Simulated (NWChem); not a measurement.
System: C₃H₆ClF; SMILES CC[C@@H](F)Cl

Input file for NWChem:

```
start job
memory heap 200 mb stack 900 mb global 1100 mb
geometry units angstroms noautosym nocenter noautoz
  C     -0.856085     1.688046     0.585618
  C     -0.220757     1.151309    -0.695063
  C      0.570292    -0.131740    -0.506675
  F      1.560208     0.048148     0.423630
  Cl    -0.498453    -1.496494     0.035077
  H     -1.587253     0.963717     0.995233
  H     -1.382029     2.643311     0.394224
  H     -0.084338     1.866842     1.359543
  H      0.491150     1.894098    -1.117830
  H     -0.985023     0.964600    -1.477634
  H      1.036665    -0.486320    -1.449216
end
basis spherical
  C library 6-31g*
  F library 6-31g*
  Cl library 6-31g*
  H library 6-31g*
end
dft
  xc b3lyp
  iterations 150
end
cosmo
  do_cosmo_smd true
  solvent hexane
end
task dft energy
```

Output (shortened):

```
             Northwest Computational Chemistry Package (NWChem) 7.3.0
             --------------------------------------------------------

                             Geometry "geometry" -> ""
                             -------------------------

 Output coordinates in angstroms (scale by  1.889725989 to convert to a.u.)

  No.       Tag          Charge          X              Y              Z
 ---- ---------------- ---------- -------------- -------------- --------------
    1 C                    6.0000    -0.85608500     1.68804600     0.58561800
    2 C                    6.0000    -0.22075700     1.15130900    -0.69506300
    3 C                    6.0000     0.57029200    -0.13174000    -0.50667500
    4 F                    9.0000     1.56020800     0.04814800     0.42363000
    5 Cl                  17.0000    -0.49845300    -1.49649400     0.03507700
    6 H                    1.0000    -1.58725300     0.96371700     0.99523300
    7 H                    1.0000    -1.38202900     2.64331100     0.39422400
    8 H                    1.0000    -0.08433800     1.86684200     1.35954300
    9 H                    1.0000     0.49115000     1.89409800    -1.11783000
   10 H                    1.0000    -0.98502300     0.96460000    -1.47763400
   11 H                    1.0000     1.03666500    -0.48632000    -1.44921600

 Effective nuclear repulsion energy (a.u.)     235.3199387012

                                 NWChem DFT Module
                                 -----------------

 Summary of "ao basis" -> "ao basis" (spherical)
 ------------------------------------------------------------------------------
       Tag                 Description            Shells   Functions and Types
 ---------------- ------------------------------  ------  ---------------------
 C                           6-31g*                  6       14   3s2p1d
 F                           6-31g*                  6       14   3s2p1d
 Cl                          6-31g*                  8       18   4s3p1d
 H                           6-31g*                  2        2   2s

 in cosmo_initialize ...
 calling solv_data for solv:hexane

 solvent parameters
 solvname_short: hexane
 solvname_long:  n-hexane
 dielec:        1.8819
 dielecinf:     1.8903
 nonaqueous SMD model solvent descriptors
 dielec:        1.8819
 sola:          0.0000
 solb:          0.0000
 solc:          0.0000
 solg:         25.7500
 solh:          0.0000
 soln:          1.3749

          ---------------
          -cosmo- solvent
          ---------------
 Cosmo: York-Karplus, doi: 10.1021/jp992097l
 dielectric constant -eps-     =   1.88
 screen = (eps-1)/(eps    )    =   0.46862
 surface charge correction     = lagrangian

   van der Waals surface
 --------------------------

[...]

                                COSMO-SMD solvation results
                                ---------------------------

             internal energy in gas <Psi(g)|H|Psi(g)> =      -677.963236809670
         internal energy in solvent <Psi(s)|H|Psi(s)> =      -677.963044521350
                               delta internal energy  =         0.000192288320 (    0.12 kcal/mol)
   total free energy in solvent <Psi(s)|H+V/2|Psi(s)> =      -677.965834961238
 polarization energy contribution <Psi(s)|V/2|Psi(s)> =        -0.002790439889 (   -1.75 kcal/mol)
    total free energy in solvent including G(SMD-CDS) =      -677.969207129720
                       G(SMD-CDS) energy contribution =        -0.003372168482 (   -2.12 kcal/mol)
     1 M fixed-concentration free energy of solvation =        -0.005970320050 (   -3.75 kcal/mol)

                       DFT Final Molecular Orbital Analysis
                       ------------------------------------

 Vector   23  Occ=2.000000D+00  E=-3.471579D-01
              MO Center= -8.9D-02,  4.5D-01, -1.1D-02, r^2= 3.8D+00
   Bfn.  Coefficient  Atom+Function         Bfn.  Coefficient  Atom+Function
  ----- ------------  ---------------      ----- ------------  ---------------
    63      0.291296   5 Cl px               46      0.276485   4 F  py
    64      0.216293   5 Cl py               50      0.204065   4 F  py
    32     -0.199165   3 C  py               18      0.196536   2 C  py
     4     -0.170080   1 C  py               19     -0.166024   2 C  pz
    82      0.164322   9 H  s                81      0.151797   9 H  s

 Vector   24  Occ=2.000000D+00  E=-3.147347D-01
              MO Center= -3.9D-01, -1.2D+00,  3.2D-03, r^2= 2.0D+00
   Bfn.  Coefficient  Atom+Function         Bfn.  Coefficient  Atom+Function
  ----- ------------  ---------------      ----- ------------  ---------------
    65      0.577536   5 Cl pz               63      0.382923   5 Cl px
    69      0.314290   5 Cl pz               61     -0.225606   5 Cl pz
    67      0.204991   5 Cl px               59     -0.149380   5 Cl px
    46      0.107322   4 F  py               45      0.098750   4 F  px
    64     -0.097968   5 Cl py               18     -0.086201   2 C  py

 Vector   25  Occ=2.000000D+00  E=-3.026454D-01
              MO Center= -2.8D-01, -1.1D+00, -9.0D-02, r^2= 2.3D+00
   Bfn.  Coefficient  Atom+Function         Bfn.  Coefficient  Atom+Function
  ----- ------------  ---------------      ----- ------------  ---------------
    64     -0.414731   5 Cl py               63      0.390651   5 Cl px
    65     -0.326185   5 Cl pz               68     -0.236181   5 Cl py
    67      0.218110   5 Cl px               69     -0.184234   5 Cl pz
    60      0.161791   5 Cl py               86     -0.156869  11 H  s
    59     -0.152291   5 Cl px               18     -0.146720   2 C  py

 Vector   26  Occ=0.000000D+00  E= 2.205544D-02
              MO Center= -6.9D-02, -8.6D-01, -2.2D-01, r^2= 2.7D+00
   Bfn.  Coefficient  Atom+Function         Bfn.  Coefficient  Atom+Function
  ----- ------------  ---------------      ----- ------------  ---------------
    34      1.080989   3 C  s                68     -0.648013   5 Cl py
    66     -0.627046   5 Cl s                36     -0.542893   3 C  py
    67     -0.509791   5 Cl px               35     -0.420677   3 C  px
    32     -0.370317   3 C  py               64     -0.325964   5 Cl py
    31     -0.278543   3 C  px               69      0.255367   5 Cl pz

 Vector   27  Occ=0.000000D+00  E= 8.892734D-02
              MO Center= -2.6D-02,  8.9D-01, -7.1D-01, r^2= 5.2D+00
   Bfn.  Coefficient  Atom+Function         Bfn.  Coefficient  Atom+Function
  ----- ------------  ---------------      ----- ------------  ---------------
     6      0.954460   1 C  s                86     -0.951661  11 H  s
    20      0.915438   2 C  s                82     -0.760260   9 H  s
    78     -0.755523   7 H  s                84     -0.742125  10 H  s
    37     -0.624344   3 C  pz               34      0.445594   3 C  s
    23     -0.361233   2 C  pz               80     -0.337699   8 H  s

 Vector   28  Occ=0.000000D+00  E= 1.227354D-01
              MO Center=  4.7D-01,  5.4D-01, -6.3D-01, r^2= 4.2D+00
   Bfn.  Coefficient  Atom+Function         Bfn.  Coefficient  Atom+Function
  ----- ------------  ---------------      ----- ------------  ---------------
     6      1.103329   1 C  s                82      0.957387   9 H  s
    20     -0.919632   2 C  s                34     -0.887486   3 C  s
    86      0.869685  11 H  s                35     -0.638511   3 C  px
    80     -0.485283   8 H  s                48      0.477329   4 F  s
    22     -0.422733   2 C  py               76     -0.389645   6 H  s

     Multipole analysis of the density
     ---------------------------------

     L   x y z        total         alpha         beta         nuclear
     -   - - -        -----         -----         ----         -------
     0   0 0 0     -0.000000    -25.000000    -25.000000     50.000000

     1   1 0 0     -0.054411     -0.044254     -0.044254      0.034096
     1   0 1 0      0.712570      1.220956      1.220956     -1.729341
     1   0 0 1     -0.672877      0.214814      0.214814     -1.102506

     2   2 0 0    -28.268365    -84.655085    -84.655085    141.041805
     2   1 1 0     -0.602684      5.329748      5.329748    -11.262179
     2   1 0 1     -1.177740      1.205285      1.205285     -3.588311
     2   0 2 0    -27.913959   -155.731768   -155.731768    283.549577
     2   0 1 1     -0.107320     -4.558579     -4.558579      9.009837
     2   0 0 2    -26.460662    -42.977642    -42.977642     59.494621
```

Level: B3LYP/6-31G* (spherical d), SMD on the gas-phase geometry. All runs use the structure optimised with PBE-D3(BJ)/def2-SVP. Solvent: n-hexane.
